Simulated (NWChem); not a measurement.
System meant: SiF₃, doublet; SMILES [Si](F)(F)F

Here is an NWChem input.

```
start job
memory heap 200 mb stack 900 mb global 1100 mb
geometry units angstroms noautoz
  F      1.457838     0.352336    -0.204561
  Si     0.000000     0.000000     0.375737
  F     -1.034051     1.086357    -0.204561
  F     -0.423787    -1.438693    -0.204561
end
basis spherical
  * library def2-svp
end
dft
  odft
  mult 3
  xc pbe0
  iterations 150
  mulliken
end
task dft energy
```

End of the output:

```
 Summary of "ao basis" -> "" (spherical)
 ------------------------------------------------------------------------------
       Tag                 Description            Shells   Functions and Types
 ---------------- ------------------------------  ------  ---------------------
 *                          def2-svp                  on all atoms

                                 NWChem DFT Module
                                 -----------------

 Summary of "ao basis" -> "ao basis" (spherical)
 ------------------------------------------------------------------------------
       Tag                 Description            Shells   Functions and Types
 ---------------- ------------------------------  ------  ---------------------
 F                          def2-svp                 6       14   3s2p1d
 Si                         def2-svp                 8       18   4s3p1d

 Summary of "ao basis" -> "ao basis" (spherical)
 ------------------------------------------------------------------------------
       Tag                 Description            Shells   Functions and Types
 ---------------- ------------------------------  ------  ---------------------
 F                          def2-svp                 6       14   3s2p1d
 Si                         def2-svp                 8       18   4s3p1d

      Symmetry analysis of basis
      --------------------------

        a1         18
        a2          4
        e          38

  Rotation of axis
  number of electrons :                   41
  multiplicity        :                    3
 ------------------------------------------------------------------------
  no. of electrons and multiplicity not compatible                  41
 ------------------------------------------------------------------------
 ------------------------------------------------------------------------
  current input line :
    19: task dft energy
 ------------------------------------------------------------------------
 ------------------------------------------------------------------------
 There is an error in the input file
 ------------------------------------------------------------------------
 For more information see the NWChem manual at https://nwchemgit.github.io

0: no. of electrons and multiplicity not compatible:Received an Error in Communication
```

Task: Find the fault in this run and fix the input.

Result: The input was rejected before any calculation. Cause: the multiplicity doesn't fit the number of electrons (an even count wants an odd multiplicity, and the reverse). This input runs:
```
start job
memory heap 200 mb stack 900 mb global 1100 mb
geometry units angstroms noautoz
  F      1.457838     0.352336    -0.204561
  Si     0.000000     0.000000     0.375737
  F     -1.034051     1.086357    -0.204561
  F     -0.423787    -1.438693    -0.204561
end
basis spherical
  * library def2-svp
end
dft
  odft
  mult 2
  xc pbe0
  iterations 150
  mulliken
end
task dft energy
```
It converges to -588.40623 Ha (PBE0/def2-SVP, spin-unrestricted).
